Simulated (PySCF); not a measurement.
Level of theory: PBE-D3(BJ)/def2-TZVP // PBE0-D3(BJ)/def2-TZVP (PySCF). All species are isolated molecules in the gas phase. 

Reference species (SMILES): `Cl[Si]C#C` (lower singlet) (neutral, multiplicity 1).

```yaml
dipole_moment: 1.76 D
```

Changed species: `[SiH]Cl` (lower singlet) (X = H, multiplicity 1; the reference has X = ethynyl, multiplicity 1).

### Question
What does the change do to the dipole moment?

### Answer
the dipole moment falls by 0.95 D, to 0.81 D.
